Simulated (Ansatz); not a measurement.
Species: YO, charge 0, multiplicity 2. The spin state was set by rule; other spins were not relaxed. 
Structure (B3LYP-D3(BJ)/def2-TZVP (Ansatz, an electronic-structure program) minimum search):
```xyz
2

Y      0.0000     0.0000    -0.3067
O      0.0000     0.0000     1.4952
```
Charge 0, spin multiplicity 2.

Property: vertical ionisation energy (to the singlet state of charge +1; each state is the SCF solution reached for its spin; for the singlet T1 is 0.030), in eV. Cores are frozen in the correlated levels unless marked. Open shells are spin-unrestricted. No spin-orbit coupling. Frozen are the shells of the preceding noble gas and the d and f shells that filled before the atom's block. Past Kr the def2 sets carry scalar-relativistic core potentials. CBS(X,Y): correlation extrapolated as X^-3; Hartree-Fock from the larger set.

```tsv
level	program	vertical ionisation energy (eV)
SVWN5/def2-TZVPD	Ansatz	6.46
PBE/def2-TZVPD	Ansatz	6.25
```

Estimate the value at CCSD(T)/CBS(def2-TZVPPD,def2-QZVPPD) as computed with Ansatz.

5.93 eV
